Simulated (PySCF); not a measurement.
**ReO3Br at several levels of theory**

Computed with PySCF 2.14.0 (density fitting, no spin-orbit coupling) at the geometry relaxed with B3LYP:

```xyz
5
ReO3Br (singlet)
Re    0.2765   -0.2765    0.2765
O     1.2628    0.7022    1.2628
O    -0.7022   -1.2628    1.2628
O     1.2628   -1.2628   -0.7022
Br   -1.1152    1.1152   -1.1152
```

| level | basis | state | HOMO (eV) | gap (eV) | charge on Re1 (e) | dipole about the centre of mass (D) | largest force component (eV/Å) |
| --- | --- | --- | --- | --- | --- | --- | --- |
| B3LYP | Re def2-SVP with ECP60, O def2-SVP, Br def2-SVP | singlet | -9.46 | 5.77 | 1.12 | 2.00 | 0.01 |
| B3LYP | Re def2-TZVP with ECP60, O def2-TZVP, Br def2-TZVP | singlet | -9.52 | 5.77 | 1.46 | 2.11 | 0.08 |
| B3LYP | Re x2c-SVPall, O x2c-SVPall, Br x2c-SVPall | singlet | -9.50 | 5.50 | 0.96 | 2.18 | 0.51 |

Charges are Mulliken's, which hang on the basis. The relaxation used the grid (50, 194), these runs (75, 302) or, all-electron (x2c bases, spin-free X2C Hamiltonian), (99, 590).

Problem. Order these levels, in the first row's basis, by the HOMO–LUMO gap they give here, smallest first.
A. PBE0
B. BLYP
C. TPSSh
D. M06-L

Solution. B (4.20 eV), D (4.52 eV), C (5.17 eV), A (6.23 eV).

Problem. And their other results?

Solution. 
```
level    state  HOMO (eV)  gap (eV)  charge on Re1 (e)  dipole about the centre of mass (D)  largest force component (eV/Å)
M06-L  singlet      -8.73      4.52               1.34                                 1.90                            0.17
TPSSh  singlet      -9.08      5.17               1.17                                 1.85                            0.25
 PBE0  singlet      -9.80      6.23               1.17                                 1.96                            0.47
 BLYP  singlet      -8.16      4.20               0.97                                 1.93                            0.82
```

In the first row's basis the gap widens with exact exchange: 4.2 to 4.5 eV for BLYP, M06-L (none); 5.2 to 6.2 eV for TPSSh, B3LYP, PBE0 (a fixed share).
